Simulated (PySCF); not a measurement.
**Constants of RbBr, step by step**

State: ¹Σ⁺, singlet, closed shell. De refers to Rb + Br. RHF-based CCSD(T) in PySCF 2.14 with Rb cc-pwCVDZ-X2C, Br aug-cc-pVDZ-DK and Rb cc-pwCVTZ-X2C, Br aug-cc-pVTZ-DK (frozen core orbitals: 28; spin-free X2C with a Gaussian nucleus). Correlation energies are extrapolated as n⁻³ (n = 2, 3), Hartree–Fock as (n+1)·exp(−9√n).

| Level | Re (Å) | ωe (cm⁻¹) | ωexe (cm⁻¹) | αe (cm⁻¹) | De (eV) |
| --- | --- | --- | --- | --- | --- |
| CCSD(T)/DZ | 3.0320 | 159.8 | 0.454 | 0.000176 | 3.726 |
| CCSD(T)/TZ | 2.9762 | 165.4 | 0.459 | 0.000183 | 3.856 |
| HF/CBS | 3.0369 | 157.6 | 0.440 | 0.000177 | 3.005 |
| MP2/CBS | 2.9457 | 169.3 | 0.473 | 0.000188 | 4.048 |
| CCSD/CBS | 2.9638 | 167.0 | 0.464 | 0.000186 | 3.845 |
| CCSD(T)/CBS | 2.9580 | 167.7 | 0.466 | 0.000186 | 3.931 |

How much is left between CCSD(T)/TZ and the basis-set limit, and how much do the triples give at the limit?

CCSD(T)/CBS less CCSD(T)/TZ: -18.2 mÅ in Re, +2.3 cm⁻¹ in ωe and +0.075 eV in De. CCSD(T)/CBS less CCSD/CBS: -5.8 mÅ in Re, +0.7 cm⁻¹ in ωe and +0.086 eV in De.

Measured (Huber and Herzberg, Constants of Diatomic Molecules (1979)): Re = 2.944744 Å, ωe = 169.46 cm⁻¹, ωexe = 0.463 cm⁻¹. The last row is off by 13.2 mÅ and -1.7 cm⁻¹.

The T1 diagnostic is 0.009. The open-shell atoms are computed with UHF. Spin–orbit coupling, excitations beyond (T) and corrections to the Born–Oppenheimer picture are left out.

The whole job (state search and all basis sets along the bond) took about 4.2 min on 4 threads of Arm Neoverse V1 (shared host), peak memory 3.7 GiB.
